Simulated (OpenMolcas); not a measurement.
Ti3+ (d1) among equal point charges was computed by CASSCF with the d shell active (OpenMolcas, ANO-RCC-VDZP on the metal). Its lowest spin-free states, and all those of the highest spin:

| 2S+1 | Degeneracy | E (cm-1) |
| --- | --- | --- |
| 2 | 2 | 0.0 |
| 2 | 3 | 9118 |

Q: Is the site octahedral, tetrahedral or cube-like, axial, or of lower symmetry?

A: The states with 2S+1 = 2 have orbital degeneracies 2, 3. Threefold states need a cubic site. For d1 at this spin an octahedron puts the threefold T2 below the twofold E and a tetrahedron or cube puts the twofold E below the threefold T2, so the site is a tetrahedron or a cube, which this pattern cannot tell apart. The first gap at this spin, 9120 cm-1, is |10Dq| in ligand-field theory. The run had Ti3+ among 8 point charges of -1.5 e arranged as a cube (Oh), 1.81 Å from the ion.

An orbital doublet at a regular site is open to a Jahn-Teller distortion, which this geometry leaves out. This is an electrostatic model: the charges have no orbitals. No measured value stands beside these numbers.
